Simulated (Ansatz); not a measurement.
`N[SiH2][NH][GeH2][NH2]` + `OBF` → `[NH2][GeH2][O]BF` + `N[SiH2]N`  (ligand exchange at a Ge–N bond)

Program: Ansatz. Geometries: PBE0-D4/def2-TZVP. ΔE: electronic, gas phase. CCSD(T)/CBS adds triple-zeta CCSD(T) − MP2 to the extrapolated MP2 energy (def2 sets, frozen cores). This one scheme is used for every species. Functionals use def2-TZVPP. B3LYP here is the variant with VWN-RPA as its local correlation; programs differ in this. For Ge outer-core shells are correlated without core-valence functions, which leaves a few kJ/mol of doubt a bond. Scalar relativity is left out up to krypton. Each species was taken in one conformer, which may not be the lowest.

| level | ΔE (kJ/mol) |
| --- | --- |
| r2SCAN-D4 | -24.0 |
| B3LYP-D4 | -23.5 |
| ωB97X-V | -24.4 |
| PBE | -23.2 |
| PBE0 | -22.8 |
| SCS-MP2/def2-TZVPP | -22.3 |
| SCS-MP2/def2-QZVPP | -22.7 |
| CCSD/CBS(def2) | -21.4 |

Question: What does CCSD(T)/CBS give? (An estimate is asked.)

Answer: Computed: -19.8 kJ/mol. The listed levels differ from it by -4.2, -3.7, -4.6, -3.4, -3.0, -2.5, -2.9, -1.6 kJ/mol.

Largest T1 diagnostic among the species: 0.013.

In def2-TZVPP, CCSD(T) changes the Hartree–Fock value by +12.1 kJ/mol (the triples alone add +1.6 kJ/mol) and MP2 by +12.8 kJ/mol. The D4 term adds +5.8 kJ/mol with B3LYP and +3.4 kJ/mol with PBE0; it sums over pairs of atoms, weighted by their polarisabilities, and B3LYP, whose exchange is more repulsive, gets the larger term.
